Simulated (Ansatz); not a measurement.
Computed with Ansatz on PBE0-D4/def2-TZVP structures; ΔE is electronic, products minus reactants. CCSD(T)/CBS adds triple-zeta CCSD(T) − MP2 to the extrapolated MP2 energy (def2 sets, frozen cores). This one scheme is used for every species. Functionals use def2-TZVPP. B3LYP here is the variant with VWN-RPA as its local correlation; programs differ in this. For Ge outer-core shells are correlated without core-valence functions, which leaves a few kJ/mol of doubt a bond. Scalar relativity is left out up to krypton. Each species was taken in one conformer, which may not be the lowest.

`[SiH3][SiH2][BH][GeH3]` + H–F → `B[SiH2][SiH3]` + `[F][GeH3]`  (formal exchange of groups at a B–Ge bond)

Q: Is it downhill or uphill in electronic energy at CCSD(T)/CBS, and by how much? (Estimate.)

A: Ansatz gave: Downhill: ΔE = -10.0 kcal/mol.

Q: What do these levels give: B3LYP-D4, ωB97X-V, B2PLYP, PBE, r2SCAN, B3LYP, MP2/def2-TZVPP, CCSD/def2-TZVPP, CCSD(T)/def2-TZVPP, HF/def2-QZVPP, HF/CBS(def2), CCSD/CBS(def2)? (An estimate is asked.)

A: Ansatz gave: B3LYP-D4 -13.2, ωB97X-V -14.4, B2PLYP -14.9, PBE -10.7, r2SCAN -12.6, B3LYP -15.9, MP2/def2-TZVPP -11.7, CCSD/def2-TZVPP -12.4, CCSD(T)/def2-TZVPP -11.4, HF/def2-QZVPP -22.4, HF/CBS(def2) -22.5, CCSD/CBS(def2) -11.1 kcal/mol.

Largest T1 diagnostic among the species: 0.014.

The D4 term adds +2.7 kcal/mol with B3LYP and +1.6 kcal/mol with PBE0; it sums over pairs of atoms, weighted by their polarisabilities, and B3LYP, whose exchange is more repulsive, gets the larger term. In def2-TZVPP, CCSD(T) changes the Hartree–Fock value by +10.2 kcal/mol (the triples alone add +1.1 kcal/mol) and MP2 by +9.9 kcal/mol.
